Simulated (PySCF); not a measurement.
C2H5S (SMILES [CH2-]SC), charge -1, singlet, geometry from GFN2-xTB; PySCF with HF/STO-3G.

Here is a job for PySCF.
```python
from pyscf import gto, scf

mol = gto.M(
    atom='''
C     0.00070800    1.57129863   -0.36322795
S    -0.00099071    0.13073787    0.53657575
C     0.00078358   -1.56119730   -0.44210798
H     0.90703429    1.71646337   -0.96481068
H    -0.90337747    1.71650411   -0.96816327
H    -0.00060884   -2.35294684    0.30018101
H    -0.89104011   -1.61619717   -1.06185539
H     0.89489400   -1.61623736   -1.05854813
''',
    basis='sto-3g',
    charge=-1,
    verbose=4,
    symmetry=True,
)

mf = scf.RHF(mol)
mf.irrep_nelec = {"A'": 24, 'A"': 10}
mf.kernel()
mf.analyze()
```

Q: What does PySCF print? Leave out banner, timings and long lists.

A: 
```
PySCF version 2.14.0

[INPUT] verbose = 4
[INPUT] num. atoms = 8
[INPUT] num. electrons = 34
[INPUT] charge = -1
[INPUT] spin (= nelec alpha-beta = 2S) = 0
[INPUT] symmetry True subgroup None
[INPUT] Mole.unit = angstrom
[INPUT] Symbol           X                Y                Z      unit          X                Y                Z       unit  Magmom
[...]
nuclear repulsion = 100.32042894879
point group symmetry = Cs
symmetry origin: [-5.72644289e-10  5.72644423e-10 -2.29057706e-09]
symmetry axis x: [ 0.0018515   0.03483893 -0.99939123]
symmetry axis y: [ 4.2024863e-05 -9.9939294e-01 -3.4838910e-02]
symmetry axis z: [ 9.99998285e-01 -2.25048178e-05  1.85183598e-03]
num. orbitals of irrep A' = 18
num. orbitals of irrep A" = 6
number of shells = 16
number of NR pGTOs = 72
number of NR cGTOs = 24
basis = sto-3g
ecp = {}

******** <class 'pyscf.scf.hf_symm.SymAdaptedRHF'> ********
method = SymAdaptedRHF
initial guess = minao
damping factor = 0
level_shift factor = 0
DIIS = <class 'pyscf.scf.diis.CDIIS'>
diis_start_cycle = 1
diis_space = 8
diis_damp = 0
SCF conv_tol = 1e-09
SCF conv_tol_grad = None
SCF max_cycles = 50
direct_scf = True
direct_scf_tol = 1e-13
Freeze 34 electrons in irreps ["A'", 'A"']
    0 free electrons in irreps
Set gradient conv threshold to 3.16228e-05
Initial guess from minao.
init E= -470.623532380591
HOMO (A") = 0.595096065514928  LUMO (A') = -0.0862073626987222  gap/eV = -18.53921

WARN: A' LUMO -0.0862073626987222 < system HOMO 0.595096065514928

WARN: A" HOMO 0.595096065514928 > system LUMO -0.0862073626987222

cycle= 1 E= -469.150043026577  delta_E= 1.47  |g|= 0.707  |ddm|= 5.77
HOMO (A") = 0.614637792326945  LUMO (A') = 0.196429362505496  gap/eV = -11.38003

WARN: A' LUMO 0.196429362505496 < system HOMO 0.614637792326945

WARN: A" HOMO 0.614637792326945 > system LUMO 0.196429362505496

cycle= 2 E= -468.552917794126  delta_E= 0.597  |g|= 1.41  |ddm|= 6.42
HOMO (A") = 0.74457931708312  LUMO (A') = 0.341871347398819  gap/eV = -10.95824

WARN: A' LUMO 0.341871347398819 < system HOMO 0.74457931708312

WARN: A" HOMO 0.74457931708312 > system LUMO 0.341871347398819

cycle= 3 E= -469.377145352044  delta_E= -0.824  |g|= 0.255  |ddm|= 3.36
HOMO (A") = 0.701254459883495  LUMO (A') = 0.383386659845414  gap/eV = -8.64962

WARN: A' LUMO 0.383386659845414 < system HOMO 0.701254459883495

WARN: A" HOMO 0.701254459883495 > system LUMO 0.383386659845414

cycle= 4 E= -469.403599273687  delta_E= -0.0265  |g|= 0.148  |ddm|= 0.319
HOMO (A") = 0.702155441571589  LUMO (A') = 0.412118293250793  gap/eV = -7.89231

WARN: A' LUMO 0.412118293250793 < system HOMO 0.702155441571589

WARN: A" HOMO 0.702155441571589 > system LUMO 0.412118293250793

cycle= 5 E= -469.416604747966  delta_E= -0.013  |g|= 0.114  |ddm|= 0.555
HOMO (A") = 0.702663477738107  LUMO (A') = 0.432116398902322  gap/eV = -7.36196

WARN: A' LUMO 0.432116398902322 < system HOMO 0.702663477738107

WARN: A" HOMO 0.702663477738107 > system LUMO 0.432116398902322

cycle= 6 E= -469.42637331536  delta_E= -0.00977  |g|= 0.079  |ddm|= 0.616
HOMO (A") = 0.70852098475783  LUMO (A') = 0.450919194891075  gap/eV = -7.00970

WARN: A' LUMO 0.450919194891075 < system HOMO 0.70852098475783

WARN: A" HOMO 0.70852098475783 > system LUMO 0.450919194891075

cycle= 7 E= -469.432729228646  delta_E= -0.00636  |g|= 0.0318  |ddm|= 0.675
HOMO (A") = 0.70697059559536  LUMO (A') = 0.464047735451032  gap/eV = -6.61027

WARN: A' LUMO 0.464047735451032 < system HOMO 0.70697059559536

WARN: A" HOMO 0.70697059559536 > system LUMO 0.464047735451032

cycle= 8 E= -469.434228981446  delta_E= -0.0015  |g|= 0.0089  |ddm|= 0.536
HOMO (A") = 0.708550353212263  LUMO (A') = 0.459334548929388  gap/eV = -6.78151

WARN: A' LUMO 0.459334548929388 < system HOMO 0.708550353212263

WARN: A" HOMO 0.708550353212263 > system LUMO 0.459334548929388

cycle= 9 E= -469.434242042082  delta_E= -1.31e-05  |g|= 0.00802  |ddm|= 0.039
HOMO (A") = 0.709496929595174  LUMO (A') = 0.462896531005029  gap/eV = -6.71034

WARN: A' LUMO 0.462896531005029 < system HOMO 0.709496929595174

WARN: A" HOMO 0.709496929595174 > system LUMO 0.462896531005029

cycle= 10 E= -469.434330348601  delta_E= -8.83e-05  |g|= 0.00105  |ddm|= 0.129
HOMO (A") = 0.709890987821575  LUMO (A') = 0.463857899978691  gap/eV = -6.69490

WARN: A' LUMO 0.463857899978691 < system HOMO 0.709890987821575

WARN: A" HOMO 0.709890987821575 > system LUMO 0.463857899978691

cycle= 11 E= -469.434335756494  delta_E= -5.41e-06  |g|= 0.00023  |ddm|= 0.0486
HOMO (A") = 0.710024128193308  LUMO (A') = 0.463691673691652  gap/eV = -6.70305

WARN: A' LUMO 0.463691673691652 < system HOMO 0.710024128193308

WARN: A" HOMO 0.710024128193308 > system LUMO 0.463691673691652

cycle= 12 E= -469.434335780206  delta_E= -2.37e-08  |g|= 0.000316  |ddm|= 0.00218
HOMO (A") = 0.710000657102453  LUMO (A') = 0.463844246753768  gap/eV = -6.69826

WARN: A' LUMO 0.463844246753768 < system HOMO 0.710000657102453

WARN: A" HOMO 0.710000657102453 > system LUMO 0.463844246753768

cycle= 13 E= -469.434335843245  delta_E= -6.3e-08  |g|= 3.59e-05  |ddm|= 0.00265
HOMO (A") = 0.70998706890466  LUMO (A') = 0.463829259117424  gap/eV = -6.69830

WARN: A' LUMO 0.463829259117424 < system HOMO 0.70998706890466

WARN: A" HOMO 0.70998706890466 > system LUMO 0.463829259117424

cycle= 14 E= -469.43433584591  delta_E= -2.66e-09  |g|= 9.67e-06  |ddm|= 0.00103
HOMO (A") = 0.709987875026839  LUMO (A') = 0.463831813549816  gap/eV = -6.69825

WARN: A' LUMO 0.463831813549816 < system HOMO 0.709987875026839

WARN: A" HOMO 0.709987875026839 > system LUMO 0.463831813549816

cycle= 15 E= -469.434335845952  delta_E= -4.24e-11  |g|= 2.48e-06  |ddm|= 9.28e-05
HOMO (A") = 0.709987329476332  LUMO (A') = 0.463830956752947  gap/eV = -6.69826

WARN: A' LUMO 0.463830956752947 < system HOMO 0.709987329476332

WARN: A" HOMO 0.709987329476332 > system LUMO 0.463830956752947

Extra cycle  E= -469.434335845956  delta_E= -3.41e-12  |g|= 1.25e-06  |ddm|= 5.79e-06
converged SCF energy = -469.434335845956
**** SCF Summaries ****
Total Energy =                        -469.434335845955673
Nuclear Repulsion Energy =             100.320428948790280
One-electron Energy =                 -859.039918004585502
Two-electron Energy =                  289.285153209839564
Two-electron Coulomb Energy =          327.138857813541506
DFT Exchange-Correlation Energy =      -37.853704603701942
HOMO-LUMO gap [eV] =                    -6.698256079459012
Wave-function symmetry = A'
occupancy for each irrep:     A'   A"
                              12    5
**** MO energy ****
[...]
 ** Mulliken pop on meta-lowdin orthogonal AOs  **
 ** Mulliken pop  **
[...]
 ** Mulliken atomic charges  **
charge of    0C =      0.06105
charge of    1S =     -0.02371
charge of    2C =     -0.15266
charge of    3H =     -0.42592
charge of    4H =     -0.42592
charge of    5H =      0.00534
charge of    6H =     -0.01909
charge of    7H =     -0.01909

WARN: System has nonzero charge -1; the dipole moment is origin-dependent.
Location of origin: [0. 0. 0.]

Dipole moment(X, Y, Z, Debye): -0.00556, -4.81150,  2.94250
```
